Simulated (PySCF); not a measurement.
C2H9BOSi. Atoms are numbered in the order given.

```xyz
14

B      0.1141     0.0841     0.9312
C      0.1457    -0.6612     2.3163
H     -0.3417    -1.6471     2.2893
H     -0.2837    -0.0580     3.1329
H      1.2047    -0.8247     2.5930
C      0.3594     1.6417     0.8144
H      0.7573     1.9737    -0.1592
H      1.0105     2.0326     1.6122
H     -0.6168     2.1476     0.9443
O     -0.1473    -0.6682    -0.1880
Si    -0.2388    -0.2866    -1.8170
H      1.0884     0.1705    -2.3250
H     -1.2517     0.7850    -2.0513
H     -0.6470    -1.5241    -2.5337
```

Coordinates come from a r2SCAN-D4/def2-SVP optimisation. The structure was generated by enumeration, and PubChem lists no compound with its InChIKey, so it may never have been made. Other conformers were not sampled.

These are B3LYP/pcSseg-1 in PySCF values and carry that method's errors.

GIAO shieldings, no solvent; atoms listed in one row are averaged. δ = σ(ref) − σ: ¹¹B against BF3 (σ = 86.3 ppm); ¹³C against TMS (σ = 181.3 ppm); ¹H against TMS (σ = 31.68 ppm); ¹⁷O against H2O (σ = 333.8 ppm); ²⁹Si against TMS (σ = 338.7 ppm), references at their B3LYP-D3(BJ)/def2-TZVP geometries, non-relativistic.

Computed chemical shifts:
```tsv
nucleus	atoms	count	δ (ppm)
¹¹B	B1	1	46.3
¹³C	C2	1	11.2
¹³C	C6	1	8.8
¹H	H12, H13, H14	3	5.17
¹H	H3, H4, H5, H7, H8, H9	6	0.78
¹⁷O	O10	1	165.6
²⁹Si	Si11	1	-42.7
```
